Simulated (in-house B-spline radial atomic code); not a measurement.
Whole-atom quantities along the 1-electron series, configuration 1s1. Breit and QED terms are first order and not part of the total energy; the density at the nucleus is averaged over the nuclear charge. Computed with a B-spline radial code for spherical atoms: Dirac-Hartree-Fock, average of the configuration, finite nuclei.

| ion | Z | E/Z² (Eh) | Σ<r²> (bohr²) | n(0)/Z³ (bohr⁻³) | Lamb diamagnetic shielding (ppm) | self-energy (eV) | vacuum polarisation (eV) | Dirac less non-relativistic energy (Eh) |
| --- | --- | --- | --- | --- | --- | --- | --- | --- |
| O7+ | 8 | -0.50043 | 0.046782 | 0.3265 | 142.25 | 0.071028 | -0.0034729 | -0.027304 |
| F8+ | 9 | -0.50054 | 0.036944 | 0.32846 | 160.1 | 0.10792 | -0.0055322 | -0.043754 |
| Ne9+ | 10 | -0.50067 | 0.029907 | 0.33067 | 177.98 | 0.15665 | -0.0083878 | -0.06672 |
| Mg11+ | 12 | ? | ? | ? | ? | ? | ? | ? |
| Al12+ | 13 | -0.50113 | 0.017658 | 0.33882 | 231.8 | 0.39354 | -0.023623 | -0.19091 |
| Si13+ | 14 | -0.50131 | 0.015213 | 0.34192 | 249.81 | 0.50959 | -0.031643 | -0.25696 |
| P14+ | 15 | -0.50151 | 0.01324 | 0.34523 | 267.87 | 0.64774 | -0.041538 | -0.33888 |
| S15+ | 16 | -0.50172 | 0.011625 | 0.34875 | 285.96 | 0.81017 | -0.053577 | -0.43905 |
| Cl16+ | 17 | -0.50194 | 0.010287 | 0.35241 | 304.11 | 0.99913 | -0.06805 | -0.56002 |
| Ar17+ | 18 | -0.50217 | 0.0091659 | 0.35636 | 322.3 | 1.2169 | -0.085264 | -0.70453 |
| K18+ | 19 | ? | ? | ? | ? | ? | ? | ? |
| Ca19+ | 20 | -0.50269 | 0.0074066 | 0.36515 | 358.85 | 1.7482 | -0.12924 | -1.076 |
| Sc20+ | 21 | -0.50297 | 0.0067093 | 0.36978 | 377.21 | 2.0664 | -0.15671 | -1.3093 |
| Ti21+ | 22 | -0.50326 | 0.0061049 | 0.37472 | 395.64 | 2.423 | -0.18835 | -1.5789 |
| V22+ | 23 | -0.50357 | 0.0055776 | 0.38004 | 414.13 | 2.8202 | -0.22456 | -1.8884 |
| Cr23+ | 24 | -0.50389 | 0.0051149 | 0.3855 | 432.7 | 3.2608 | -0.26578 | -2.2417 |
| Mn24+ | 25 | -0.50423 | 0.0047065 | 0.39115 | 451.33 | 3.7471 | -0.31245 | -2.6428 |
| Fe25+ | 26 | -0.50458 | 0.0043444 | 0.3972 | 470.05 | 4.2818 | -0.36505 | -3.0959 |
| Co26+ | 27 | -0.50495 | 0.0040217 | 0.40344 | 488.84 | 4.8674 | -0.42409 | -3.6055 |
| Ni27+ | 28 | ? | ? | ? | ? | ? | ? | ? |
| Cu28+ | 29 | -0.50572 | 0.0034736 | 0.41681 | 526.68 | 6.2023 | -0.56358 | -4.813 |
| Zn29+ | 30 | -0.50613 | 0.0032397 | 0.42395 | 545.74 | 6.957 | -0.64516 | -5.5208 |
| Ga30+ | 31 | -0.50656 | 0.0030281 | 0.43125 | 564.9 | 7.7736 | -0.73543 | -6.3049 |

(1) Fill in the row of Mg11+.

(2) Fill in the row of K18+.

(3) Fill in the row of Ni27+.

(4) With what power of Z does the column «Dirac less non-relativistic energy (Eh)» change over this range?

Results:

(1) E/Z² (Eh): -0.50096; Σ<r²> (bohr²): 0.02074; n(0)/Z³ (bohr⁻³): 0.33586; Lamb diamagnetic shielding (ppm): 213.83; self-energy (eV): 0.29743; vacuum polarisation (eV): -0.017226; Dirac less non-relativistic energy (Eh): -0.13851.

(2) E/Z² (Eh): -0.50243; Σ<r²> (bohr²): 0.0082169; n(0)/Z³ (bohr⁻³): 0.36068; Lamb diamagnetic shielding (ppm): 340.55; self-energy (eV): 1.4658; vacuum polarisation (eV): -0.10555; Dirac less non-relativistic energy (Eh): -0.87549.

(3) E/Z² (Eh): -0.50533; Σ<r²> (bohr²): 0.003733; n(0)/Z³ (bohr⁻³): 0.41029; Lamb diamagnetic shielding (ppm): 507.72; self-energy (eV): 5.5067; vacuum polarisation (eV): -0.49009; Dirac less non-relativistic energy (Eh): -4.1764.

(4) A fit of the logarithm of its size against log Z from Z = 8 to 31 has slope 4.02. An unscreened hydrogenic electron would give 4 at low Z; screening makes the apparent power larger near the neutral end, and relativity raises it again at high Z.
